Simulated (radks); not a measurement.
Species: neutral holmium. Configuration: [Xe] 4f11 6s2.

All-electron calculation, Dirac Kohn-Sham, PBE, spin-unpolarised, spherical densities, finite nucleus; open shells fill j = l - 1/2 first; Fermi nuclear charge, rms radius 5.2022 fm. Program: a radial shooting solver on a logarithmic mesh with Libxc functionals.

Energy parts (hartree):
total: -12627.3102
kinetic: 13891.0679
electron-nucleus: -31187.7946
Hartree: 4941.2048
exchange-correlation: -271.7884

Orbitals (lengths in bohr, moments of r in powers of bohr):
orbital	occ.	eigenvalue (hartree)	<r>	<r^2>
1s1/2	2	-2036.772	0.02074	0.0005883
2s1/2	2	-340.4972	0.08754	0.009111
2p1/2	2	-324.1090	0.07290	0.006582
2p3/2	4	-292.6179	0.08007	0.007804
3s1/2	2	-76.03974	0.2294	0.06029
3p1/2	2	-68.86203	0.2191	0.05588
3p3/2	4	-62.28456	0.2326	0.06277
3d3/2	4	-49.96781	0.2054	0.04961
3d5/2	6	-48.53070	0.2096	0.05152
4s1/2	2	-15.01560	0.5188	0.3041
4p1/2	2	-12.16442	0.5286	0.3183
4p3/2	4	-10.68972	0.5596	0.3565
4d3/2	4	-5.99415	0.5902	0.4047
4d5/2	6	-5.72661	0.6012	0.4199
4f5/2	6	-0.13238	0.8457	1.000
4f7/2	5	-0.09659	0.8698	1.078
5s1/2	2	-1.84646	1.278	1.842
5p1/2	2	-1.08057	1.446	2.385
5p3/2	4	-0.89688	1.557	2.771
6s1/2	2	-0.13923	4.068	18.89

The highest occupied level is 4f7/2 at -2.628 eV. The electron density at the nucleus is 8.054e+05 e/bohr^3. Summed over all electrons, <r^2> = 76.57 bohr^2, which gives a Langevin (diamagnetic) susceptibility term of -60.6 x 10^-6 cm^3/mol.
